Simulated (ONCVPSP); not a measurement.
## tungsten (W), ONCV: configuration errors across variants

* Element: tungsten (W)
* Generator: ONCVPSP 4.0.1
* Type: optimised norm-conserving Vanderbilt (ONCV)
* Functional: PBE
* Relativity: fully relativistic
* Frozen core: [Kr] 4d10 4f14
* Valence charge: 14
* Reference configuration: 5s2 5p6 5d4 6s2
* Partial waves: 5s+6s: rc 1.75 bohr, ncon 4, nbas 9, qcut 6.8 1/bohr, 2 projectors; 5p: rc 1.55 bohr, ncon 3, nbas 7, qcut 10.1 1/bohr, 2 projectors, debl 0.9 Ha; 5d: rc 2.50 bohr, ncon 4, nbas 9, qcut 6.2 1/bohr, 2 projectors, debl 2.7 Ha
* Local potential: polynomial inside 1.25 bohr (lpopt 5, dvloc0 0 Ha)
* Core correction: Teter function fitted to the true core (icmod 2), fcfact 0.25

Open shells are filled in proportion to 2j + 1.

In the p channel the program set the typed energies aside and used -1.487, 0.250 Ha (j = l + 1/2; the other j can differ).

All-electron excitation energies from the reference (eV): (1) 5s2 5p6 5d4 6s1 8.889; (2) 5s2 5p6 5d4 6s0 24.571; (3) 5s2 5p6 5d3 6s0 49.943; (4) 5s2 5p6 5d3 6s2 8.834.

4 further variants failed, have other tests or too few solved ones, and are left out.

Errors AE − PS in meV (a dash: test not solved or not reliable):

```json
{"change": "base", "(1)": "+0.1", "(2)": "+1.0", "(3)": "+3.6", "(4)": "-0.3", "bound ghosts": "none", "GHOST(+) flags above zero": "s, d5/2"}
{"change": "p: qcut 6.1", "(1)": "+0.1", "(2)": "+1.3", "(3)": "+5.1", "(4)": "-0.6", "bound ghosts": "none", "GHOST(+) flags above zero": "s, d5/2"}
{"change": "p: qcut 7.7", "(1)": "+0.1", "(2)": "+1.1", "(3)": "+4.5", "(4)": "-0.5", "bound ghosts": "none", "GHOST(+) flags above zero": "s, d5/2"}
{"change": "p: qcut 9.6", "(1)": "+0.1", "(2)": "+1.0", "(3)": "+3.8", "(4)": "-0.3", "bound ghosts": "none", "GHOST(+) flags above zero": "s, d5/2"}
```

(1) Give the same row for: p: qcut 9.1.

Results:

(1) +0.1, +1.0, +3.9, -0.4; bound ghosts: none; GHOST(+) flags above zero: s, d5/2.
